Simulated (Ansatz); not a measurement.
CH$_{3}$FN$_{2}$Si (`N[Si]1(F)C=N1`), charge 0, multiplicity 1.

Task: Give a relaxed structure at PBE0-D4/def2-TZVP (Ansatz). (Estimate.)

Result: Ansatz gave: 
Z-matrix (Å, degrees):
```
Si
F 1 1.585
C 1 1.745 2 122.7
N 1 1.678 2 105.7 3 -162.2
N 1 1.736 2 119.4 3 51.8
H 3 1.094 1 166.5 2 -82.9
H 4 1.004 1 123.3 2 -177.5
H 4 1.004 1 122.5 2 -1.1
```
